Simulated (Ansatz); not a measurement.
Born–Oppenheimer molecular dynamics of H$_{6}$OSeSi (9 atoms, charge 0, multiplicity 1). It starts at the highest image of a converged band, a first-order saddle point between two minima.

Level of theory: Ansatz 0.2.0, UKS PBE-D4/def2-SVP.

```
ensemble                      : NVE (velocity Verlet)
time step                     : 0.5 fs
steps asked                   : 200
starting velocities drawn for : 300 K
seed                          : 9489
```

First frame:

```xyz
9
Properties=species:S:1:pos:R:3
Si -0.584 -0.508 0.314
H 0.651 -1.480 -0.487
H -1.506 -1.569 -0.225
H -0.150 -0.836 1.709
O -1.529 0.824 -0.056
H 1.165 -0.688 -0.342
Se 1.630 1.105 0.167
H -1.052 1.651 0.163
H 1.375 1.501 -1.244
```

Problem. What does the run give?

Solution. All steps were run.

```json
{
 "steps done": "200",
 "time covered": "100 fs",
 "mean temperature over the second half": "1646 K",
 "spread of the potential energy over the second half": "8.5 meV per atom",
 "mean potential energy of the second half above the start": "-135.2 meV per atom"
}
```

The conserved energy stayed within 0.24 meV per atom of its start (net change 0.071 meV per atom), so the integration is sound. The system heated up, since it started high on the potential surface and ran downhill. A run of 0.1 ps of so small a system gives no equilibrium averages. The orbitals stay closed-shell, which can raise the energy where a bond breaks towards radicals; this wasn't checked here.

Problem. What happens to the structure?

Solution. The step under study would form Si1–Se7, H2–H6 and break Si1–H2, H6–Se7. These pairs go: Si1–Se7 2.74 → 2.56 Å, H2–H6 0.96 → 0.78 Å, Si1–H2 1.76 → 9.58 Å, H6–Se7 1.92 → 9.29 Å. In the last frame they stand as after the step (other bonds may differ from the relaxed reactants and products). It ends as H2 + H4OSeSi. Pairs count as bonded within 1.25 times the sum of covalent radii (0.12 Å more for H–H). Another seed would give other details.

Problem. How do temperature and energy run in time?

Solution. 
```csv
time (fs),T (K),potential energy less start (eV),conserved less start (meV/atom)
0.0,300,0.000,0.00
3.0,212,0.081,0.14
6.0,167,0.122,0.17
9.0,204,0.087,0.06
12.0,252,0.045,0.19
15.0,454,-0.138,0.15
18.0,736,-0.395,0.05
21.0,980,-0.613,0.17
24.0,1201,-0.814,0.14
27.0,1438,-1.030,0.01
30.0,1563,-1.141,0.16
33.0,1701,-1.266,0.16
36.0,1859,-1.411,0.03
39.0,1883,-1.431,0.14
42.0,1910,-1.456,0.10
45.0,1888,-1.437,0.05
48.0,1798,-1.353,0.19
51.0,1772,-1.331,0.13
54.0,1773,-1.333,0.01
57.0,1678,-1.246,0.15
60.0,1580,-1.157,0.17
63.0,1565,-1.144,0.02
66.0,1487,-1.073,0.14
69.0,1513,-1.097,0.15
72.0,1626,-1.199,0.01
75.0,1657,-1.227,0.11
78.0,1691,-1.257,0.14
81.0,1755,-1.317,-0.01
84.0,1757,-1.318,0.05
87.0,1655,-1.224,0.20
90.0,1683,-1.251,0.02
93.0,1627,-1.201,0.05
96.0,1540,-1.121,0.18
99.0,1649,-1.220,0.04
```

The run took 8 min on 2 threads of Arm Neoverse V1 (shared host), peak memory 0.15 GiB.
